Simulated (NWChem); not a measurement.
Si2H5Cl; SMILES [SiH3][SiH2]Cl

```xyz
8

Si     0.4022    -1.8263     0.0000
Si    -0.8624     0.1467     0.0000
Cl     0.4629     1.7503     0.0000
H     -0.5056    -3.0152     0.0000
H      1.2641    -1.8637    -1.2193
H      1.2641    -1.8637     1.2193
H     -1.7250     0.2507     1.2133
H     -1.7250     0.2507    -1.2133
```
Atoms are numbered in this order, from 1.

Results from NWChem. Medium grid unless said otherwise, to which SCAN and Minnesota functionals are sensitive. Structure relaxed at the PBE0/def2-SVP level.

Task: Among these, which level gives the highest value of “dipole (D)”?
(A) TPSSh/def2-SVP
(B) MPW1K/def2-SVP
(C) B3LYP/def2-SVP
(D) OLYP/def2-SVP

Result: B, MPW1K/def2-SVP. Values: OLYP/def2-SVP 1.31; B3LYP/def2-SVP 1.34; TPSSh/def2-SVP 1.41; MPW1K/def2-SVP 1.55
